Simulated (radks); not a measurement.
Results of a calculation; reference values are marked as such.
Q: Species: Sn XLIII. Configuration: [He] 2s2 2p4. Level of theory: Dirac Kohn-Sham, PBE, spin-unpolarised, spherical densities, finite nucleus; open shells fill j = l - 1/2 first; Fermi nuclear charge, rms radius 4.6519 fm (a radial shooting solver on a logarithmic mesh with Libxc functionals). Some entries of the table are withheld. Estimate them.

orbital,occ.,eigenvalue (hartree),r(max) (bohr)
1s1/2,2,-1182.545,(1)
2s1/2,2,-264.9122,0.1042
2p1/2,2,-257.1673,(2)
2p3/2,2,-247.9533,(3)
3s1/2,0,-110.8009,0.2736
3p1/2,0,-108.2160,(4)
3p3/2,0,-105.6998,(5)

A: 
(1) 1s1/2 r(max) (bohr): 0.01876
(2) 2p1/2 r(max) (bohr): 0.07981
(3) 2p3/2 r(max) (bohr): 0.08410
(4) 3p1/2 r(max) (bohr): 0.2557
(5) 3p3/2 r(max) (bohr): 0.2630
